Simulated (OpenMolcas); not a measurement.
**Mo4+: CASPT2 settings compared**

```
Program             : OpenMolcas 26.06
Basis               : ANO-RCC-VTZP [7s6p4d2f1g]
Scalar Hamiltonian  : DKH2, point nucleus
Active space        : 2 electrons in 10 orbitals (4d 5d)
State averaging     : 2S+1 = 3 even, 10 roots; 2S+1 = 1 even, 15 roots kept (CI in the orbitals of an earlier block)
Spin-orbit coupling : state interaction with AMFI integrals over the reference wave functions, term energies averaged over their components
```

Methods on the same reference wave functions:
A. CASSCF
B. SS-CASPT2, IPEA 0.5 Eh, sigma2 regulariser 0.5 Eh (closed shells correlated: none)
C. SS-CASPT2, IPEA 0.35 Eh, real shift 0.5 Eh (closed shells correlated: 4s 4p)
D. SS-CASPT2, IPEA 0.15 Eh, sigma2 regulariser 0.15 Eh (closed shells correlated: 4s 4p)

Energies in cm-1 above 4d2 3F2, the measured ground level; measured values from Sugar and Musgrove, J. Phys. Chem. Ref. Data 17, 155 (1988).

```
  Level      A      B      C      D  Measured
4d2 3F2    0.0    0.0    0.0    0.0       0.0
4d2 3F3   1495   1522   1532   1534      1578
4d2 3F4   3241   3270   3270   3270      3357
4d2 1D2  12600  10710  10150  10040     10190
4d2 3P0  13694  12280  11790  11600     11161
4d2 3P1  14285  12910  12410  12210     11807
4d2 3P2  15806  14320  13810  13630     13408
4d2 1G4  19070  18230  16910  16960     16354
4d2 1S0  44394  37020  38410  38340     37738
```

Deviations, from unrounded energies. A percentage is the sum of absolute deviations over the sum of measured energies, with the sign that they share, or ± where signs differ.

```csv
Against measurement,Levels,A,B,C,D
mean absolute deviation (cm-1),8,2400,800,380,320
fine structure of the ground term (%),2,-4.0,-3.0,-2.7,-2.6
other terms of the ground configuration (%),6,+19.1,±6.2,±2.9,±2.4
```

D lies closest to measurement on these levels and A furthest from it. The largest miss of D in the table is 4d2 1G4, by +610 cm-1. The ranking rests on the paired levels alone, and a cruder setting can come out closer through cancelling errors.

Among B to D the level of the table that moves most is 4d2 1S0, by 1400 cm-1 (lowest in B, highest in C). Moves below CASPT2's spread within the term are not significant.

The mean deviations of B to D differ by less than CASPT2's widest spread within a term (670 cm-1), so their order carries little weight.

From A to B the spin-free energies of the other terms of 4d2 shown, above 3F, scale by factors of 0.82 to 0.95, as is usual when dynamic correlation screens the repulsion within a d or f shell.

The lowest spin-free term lies below A's lowest term by 0.004 hartree in B, 0.261 hartree in C, 0.267 hartree in D.

CASPT2 does not keep the components of a term degenerate, so their means are used; among the terms shown or strongly mixed into the levels shown the widest spread is 670 cm-1 (4d2 1G, D). Terms from blocks run as CI alone lack orbitals of their own. Active for correlation alone: 5d; no level in the range computed is led by a configuration that fills it, so any true level of that kind is missing. Without dynamic correlation excited terms often stand tens of per cent too high (terms of higher spin than the ground term too low), and those without a measured partner can miss by more than the paired ones (holds for A). Measured partners are found by configuration, term and J. A level has none where our copy of the source lacks it or the pairing is in doubt (some pairs that miss far off the trend of their configuration count as doubtful), and it then counts in no deviation. Only configurations of the active space appear.
